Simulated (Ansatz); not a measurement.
This geometry of H$_{5}$OSbSi (8 atoms, charge 0, multiplicity 1) is a first-order saddle point.

Theory: RKS PBE0-D4/def2-SVP in Ansatz 0.2.0.

```xyz
8
Properties=species:S:1:pos:R:3
O -1.751 0.957 -0.544
Sb -0.102 0.243 -1.448
Si 0.772 -0.808 0.762
H -2.456 0.975 -1.201
H 0.861 1.650 -1.197
H -0.373 -0.816 1.719
H 1.920 -0.044 1.339
H 1.220 -2.214 0.514
```

Q: Which two structures does it join? (They come from a converged band through this point; their orientation in space is the band's.)

A: No bond is made or broken. The dihedral O1–Sb2–Si3–H7 goes from -165 to -44°. The two ends are copies of one structure, up to a mirror image or an exchange of like atoms.

Initial state:

```xyz
8
Properties=species:S:1:pos:R:3
O -1.805 0.533 -0.780
Sb 0.124 0.604 -1.351
Si 0.807 -0.740 0.746
H -2.351 0.496 -1.574
H 0.492 2.079 -0.537
H 0.090 -0.214 1.944
H 2.285 -0.637 0.957
H 0.452 -2.177 0.539
```

Final state:

```xyz
8
Properties=species:S:1:pos:R:3
O -1.540 1.262 -0.456
Sb -0.333 -0.011 -1.444
Si 0.695 -0.809 0.787
H -2.370 1.324 -0.943
H 0.966 1.103 -1.653
H -0.269 -1.725 1.470
H 0.984 0.360 1.668
H 1.960 -1.561 0.515
```

Q: How far does it lie above each of them?

A: 5.1 kJ/mol above the first and 5.1 kJ/mol above the second. This is the barrier of this one path; another mechanism may lie lower.

The run took 3.8 min on 1 thread of Arm Neoverse V1, with other jobs on the host, peak memory 0.18 GiB.
